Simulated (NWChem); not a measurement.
System meant: FeBr2, quintet; SMILES [Fe]([Br])[Br]

Input file for NWChem:

```
start job
memory heap 200 mb stack 900 mb global 1100 mb
geometry units angstroms noautoz
  Fe     0.000000     0.000000     0.058963
  Br     2.290496     0.000000     0.059201
  Br    -2.290496     0.000000     0.059201
end
basis spherical
  * library def2-svp
end
dft
  odft
  mult 5
  xc b3lyp
  iterations 4
  mulliken
end
task dft energy
```

End of the output:

```
     --------------------------
     Expectation value of S2:
     --------------------------
      <S2> =      6.0132 (Exact =     6.0000)

 center of mass
 --------------
 x =   0.00000000 y =   0.00000000 z =   0.00000000

 moments of inertia (a.u.)
 ------------------
        2994.492281355087           0.000000000000           0.000000000000
           0.000000000000        2994.492281355087           0.000000000000
           0.000000000000           0.000000000000           0.000000000000

     Multipole analysis of the density
     ---------------------------------

     L   x y z        total         alpha         beta         nuclear
     -   - - -        -----         -----         ----         -------
     0   0 0 0     -0.000000    -50.000000    -46.000000     96.000000

     1   1 0 0     -0.000000     -0.000000     -0.000000      0.000000
     1   0 1 0     -0.000000     -0.000000     -0.000000      0.000000
     1   0 0 1     -0.000000     -0.000000     -0.000000      0.000000

     2   2 0 0    -37.426611    -19.764694    -17.661917      0.000000
     2   1 1 0     -0.000000      0.000000     -0.000000      0.000000
     2   1 0 1     -0.000000     -0.000000     -0.000000      0.000000
     2   0 2 0    -37.426611    -19.764694    -17.661917      0.000000
     2   0 1 1      0.000000      0.000000      0.000000      0.000000
     2   0 0 2    -45.648603   -682.150462   -674.957350   1311.459209

 ------------------------------------------------------------------------
 dft energy failed                                                                                  0
 ------------------------------------------------------------------------
 ------------------------------------------------------------------------
  current input line :
    18: task dft energy
 ------------------------------------------------------------------------
 ------------------------------------------------------------------------
 This type of error is most commonly associated with calculations not reaching convergence criteria
 ------------------------------------------------------------------------
 For more information see the NWChem manual at https://nwchemgit.github.io

0:dft energy failed:Received an Error in Communication
```

What is wrong, and how is it mended?

Convergence was not reached. Cause: the SCF was allowed too few iterations. This input runs:
```
start job
memory heap 200 mb stack 900 mb global 1100 mb
geometry units angstroms noautoz
  Fe     0.000000     0.000000     0.058963
  Br     2.290496     0.000000     0.059201
  Br    -2.290496     0.000000     0.059201
end
basis spherical
  * library def2-svp
end
dft
  odft
  mult 5
  xc b3lyp
  iterations 150
  mulliken
end
task dft energy
```
It converges to -6411.42387 Ha (B3LYP/def2-SVP, spin-unrestricted).
